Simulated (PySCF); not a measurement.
**[LaH4]− at several levels of theory**

Computed with PySCF 2.14.0 (density fitting, no spin-orbit coupling) at the geometry relaxed with PBE0:

```xyz
5
[LaH4]− (singlet)
La    0.0000    0.0000    0.0000
H     1.2855    1.2855    1.2855
H    -1.2855   -1.2855    1.2855
H     1.2855   -1.2855   -1.2855
H    -1.2855    1.2855   -1.2855
```

```csv
level,basis,state,HOMO (eV),gap (eV),charge on La1 (e),population of f-type functions on La1 (core shells left out),dipole about the centre of mass (D),largest force component (eV/Å)
PBE0,"La def2-SVP with ECP46, H def2-SVP",singlet,-2.17,5.45,0.45,0.05,0.00,0.00
HF,the same,singlet,-5.04,10.00,0.88,0.07,0.00,0.17
r2SCAN,the same,singlet,-1.27,4.20,0.44,0.04,0.00,0.02
```

Charges are Mulliken's, which hang on the basis. The relaxation used the grid (50, 194), these runs (75, 302) or, all-electron (x2c bases, spin-free X2C Hamiltonian), (99, 590).

Question: What does PBE0 with La def2-TZVP with ECP46, H def2-TZVP give here?

Answer: state singlet, HOMO (eV) -2.20, gap (eV) 5.66, charge on La1 (e) 0.53, population of f-type functions on La1 (core shells left out) 0.05, dipole about the centre of mass (D) 0.00, largest force component (eV/Å) 0.00. Time: 4.4 s on 2 threads of Arm Neoverse V1, with other jobs on the host, from free ions and atoms.

In the first row's basis the gap widens with exact exchange: 4.2 eV for r2SCAN (none); 5.4 eV for PBE0 (a fixed share); 10.0 eV for Hartree–Fock (rising or full at long range).
